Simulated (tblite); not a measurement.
Species: C8H15P.
Numbering: `[CH3:1][CH:2]=[C:3]=[P:4][CH2:5][C:6]([CH3:7])([CH3:8])[CH3:9]` (hydrogens: H10, H11, H12 on C1; H13 on C2; H14, H15 on C5; H16, H17, H18 on C7; H19, H20, H21 on C8; H22, H23, H24 on C9)

Computed geometry: GFN2-xTB, gas phase.

(1) Give the optimised bond lengths and angles.

Results:

(1) 
```csv
bond,length (pm),order
C1–C2,150.0,single
C2=C3,130.0,double
C3=P4,163.7,double
P4–C5,188.6,single
C5–C6,153.5,single
"C6–C7, C6–C8, C6–C9",153.0,single
"C1–H10, C1–H11, C1–H12",108.9,single
C2–H13,108.6,single
"C5–H14, C5–H15",109.3,single
C7–H16 and 8 like bonds,108.8,single
```

Bonds in one row agree within 1 pm and their mean is given. Orders are formal, as drawn. A selection of angles:
```csv
angle,degrees
C1–C2–C3,124.5
C2–C3–P4,174.3
C3–P4–C5,100.0
P4–C5–C6,114.0
C5–C6–C7,108.4
C5–C6–C8,110.0
C7–C6–C8,109.5
```

Dihedral angles: C3–P4–C5–C6 108° (anticlinal); P4–C5–C6–C7 178° (antiperiplanar). The mirror-image conformer, all signs reversed, is as good.

The 6 C–C bonds span 1.300 Å (C2=C3, drawn double) to 1.535 Å (C5–C6, drawn single), a spread of 0.235 Å. P4 (phosphorus bonded to 2 C) is bent (angle 100.0°). The 2 C–P bonds span 1.637 Å (C3=P4, drawn double) to 1.886 Å (P4–C5, drawn single), a spread of 0.249 Å. Of the pairs four or more bonds apart, P4···H19 is among the closest relative to their van der Waals radii: 2.77 Å, 92 % of the sum of Bondi's values.

Point group: C1 (no symmetry element, even within 0.4 Å). Its lowest GFN2-xTB frequency is 14 cm⁻¹, too small to tell a flat minimum from a shallow saddle. One conformer, not necessarily the lowest. 3 starts were optimised and ended at 0.00, 0.26 and 0.30 kcal/mol (GFN2-xTB); the lowest of these is shown.

On Arm Neoverse V1, one thread, shared host with 64 logical CPUs at a one-minute load of 17, this took 1.7 s of wall time. This is the geometry optimisation.
